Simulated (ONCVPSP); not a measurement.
Which change was made? (Co, ONCV)

- Element: Co
- Generator: ONCVPSP 4.0.1
- Type: optimised norm-conserving Vanderbilt (ONCV)
- Functional: Wu-Cohen
- Relativity: scalar-relativistic
- Frozen core: [Ne]
- Valence charge: 17
- Reference configuration: 3s2 3p6 3d7.5 4s1.5
- Partial waves: 3s+4s: rc 1.55 bohr, ncon 4, nbas 7, qcut 8.4 1/bohr, 2 projectors; 3p: rc 0.85 bohr, ncon 5, nbas 8, qcut 11 1/bohr, 1 projector; 3d: rc 1.65 bohr, ncon 4, nbas 8, qcut 8.4 1/bohr, 1 projector
- Local potential: polynomial inside 0.60 bohr (lpopt 5, dvloc0 -1 Ha)
- Core correction: Teter function, fcfact 4, rcfact 1.2

Cutoffs, loose and tight: the cutoffs (Ha) at which the residual kinetic energy of the hardest occupied pseudo-wave falls to 1 and 0.1 mHa per electron. They do not see the model core or the augmentation charge, which bear on the density cutoff. Test errors are all-electron minus pseudo excitation energies from the reference, over the configurations 3s2 3p6 3d7 4s2; 3s2 3p6 3d7 4s1; 3s2 3p6 3d7 4s0; 3s2 3p5 3d7 4s2; variants that change the core or the reference have their own tests.

The base gives: outcome: generated; cutoff, loose: 93 Ha; cutoff, tight: 238 Ha; bound ghosts: none; GHOST(+) flags above zero: s; largest test error (meV): -373.

Problem. After one change the result is: outcome: generated; cutoff, loose: 35 Ha; cutoff, tight: 42 Ha; bound ghosts: none; GHOST(+) flags above zero: none; largest test error (meV): -601. Which change was it?
A. all radii but the core radius scaled by about 1.09 (s 1.68, p 0.92, d 1.80 bohr); local potential polynomial inside 0.66 bohr (lpopt 5, dvloc0 -1 Ha)
B. all radii but the core radius scaled by about 1.31 (s 2.04, p 1.12, d 2.16 bohr); local potential polynomial inside 0.78 bohr (lpopt 5, dvloc0 -1 Ha)
C. all radii but the core radius scaled by about 0.92 (s 1.42, p 0.78, d 1.52 bohr); local potential polynomial inside 0.56 bohr (lpopt 5, dvloc0 -1 Ha)
D. all radii but the core radius scaled by about 0.82 (s 1.28, p 0.70, d 1.36 bohr); local potential polynomial inside 0.50 bohr (lpopt 5, dvloc0 -1 Ha)

Solution. B. The others give: all radii but the core radius scaled by about 1.09 (s 1.68, p 0.92, d 1.80 bohr); local potential polynomial inside 0.66 bohr (lpopt 5, dvloc0 -1 Ha) → outcome: generated; cutoff, loose: 58 Ha; cutoff, tight: 197 Ha; bound ghosts: none; GHOST(+) flags above zero: s; largest test error (meV): -444 | all radii but the core radius scaled by about 0.82 (s 1.28, p 0.70, d 1.36 bohr); local potential polynomial inside 0.50 bohr (lpopt 5, dvloc0 -1 Ha) → outcome: generated; cutoff, loose: 105 Ha; cutoff, tight: 216 Ha; bound ghosts: none; GHOST(+) flags above zero: s; largest test error (meV): -226 | all radii but the core radius scaled by about 0.92 (s 1.42, p 0.78, d 1.52 bohr); local potential polynomial inside 0.56 bohr (lpopt 5, dvloc0 -1 Ha) → outcome: generated; cutoff, loose: 115 Ha; cutoff, tight: 271 Ha; bound ghosts: none; GHOST(+) flags above zero: s, d; largest test error (meV): -305.
